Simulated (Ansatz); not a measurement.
`O[BH][GeH3]` + H₂Se → `[GeH3][SeH]` + `BO`  (cleavage of the Ge–B bond)

Calculated with Ansatz (gas phase, PBE0-D4/def2-TZVP geometries, no zero-point term in ΔE). CCSD(T)/CBS adds triple-zeta CCSD(T) − MP2 to the extrapolated MP2 energy (def2 sets, frozen cores). This one scheme is used for every species. DFT in def2-TZVPP. B3LYP here is the variant with VWN-RPA as its local correlation; programs differ in this. HSE06 is defined as in plane-wave codes. For Ge, Se outer-core shells are correlated without core-valence functions, which leaves a few kJ/mol of doubt a bond. Scalar relativity is left out up to krypton. Each species was taken in one conformer, which may not be the lowest.

`O[BH][GeH3]`:

```xyz
8

O    -1.521   -1.044    0.167
B    -0.651   -0.298   -0.543
Ge    0.974    0.537    0.435
H    -2.246   -1.396   -0.357
H    -0.831   -0.131   -1.722
H     1.023    0.211    1.938
H     2.291    0.049   -0.200
H     0.962    2.071    0.283
```

H₂Se:

```xyz
3

Se    0.433   -0.510    0.142
H    -0.104    0.623    0.903
H    -0.330   -0.113   -1.046
```

`[GeH3][SeH]`:

Cartesian coordinates in Å:
```
Ge -0.020 0.286 -0.527
Se -0.276 -0.012 1.796
H -0.904 -0.707 -1.296
H -0.473 1.726 -0.793
H 1.450 0.100 -0.931
H 0.223 -1.393 1.751
```

`BO`:

Z-matrix (Å, degrees):
```
B
O 1 1.348
H 1 1.196 2 116.8
H 1 1.202 2 120.7 3 -180.0
H 2 0.961 1 113.5 3 180.0
```

```json
{"level": "LDA (SPW92)", "ΔE (kcal/mol)": "-12.5", "difference from CCSD(T)/CBS": "3.2"}
{"level": "r2SCAN-D4", "ΔE (kcal/mol)": "-15.7", "difference from CCSD(T)/CBS": "0.0"}
{"level": "CAM-B3LYP-D4", "ΔE (kcal/mol)": "-15.7", "difference from CCSD(T)/CBS": "0.0"}
{"level": "ωB97X-V", "ΔE (kcal/mol)": "-15.8", "difference from CCSD(T)/CBS": "-0.1"}
{"level": "r2SCAN", "ΔE (kcal/mol)": "-15.7", "difference from CCSD(T)/CBS": "0.0"}
{"level": "B3LYP", "ΔE (kcal/mol)": "-16.1", "difference from CCSD(T)/CBS": "-0.4"}
{"level": "r2SCAN0", "ΔE (kcal/mol)": "-16.5", "difference from CCSD(T)/CBS": "-0.8"}
{"level": "HSE06", "ΔE (kcal/mol)": "-15.7", "difference from CCSD(T)/CBS": "0.0"}
{"level": "CCSD(T)/def2-TZVPP", "ΔE (kcal/mol)": "-15.6", "difference from CCSD(T)/CBS": "0.1"}
{"level": "MP2/def2-QZVPP", "ΔE (kcal/mol)": "-17.6", "difference from CCSD(T)/CBS": "-1.9"}
{"level": "CCSD(T)/CBS", "ΔE (kcal/mol)": "-15.7", "difference from CCSD(T)/CBS": "0"}
```

Largest T1 diagnostic among the species: 0.014.

From PBE to PBE0 (25 % exact exchange), in def2-TZVPP and without D4, ΔE moves by −1.1 kcal/mol. Leaving LDA and LC-ωPBE aside and taking each functional with its dispersion term where it has one, the values, not all of them listed here, spread over 3.3 kcal/mol, from BHLYP-D4 to B97M-V. LDA lies +2.0 kcal/mol from PBE without D4.
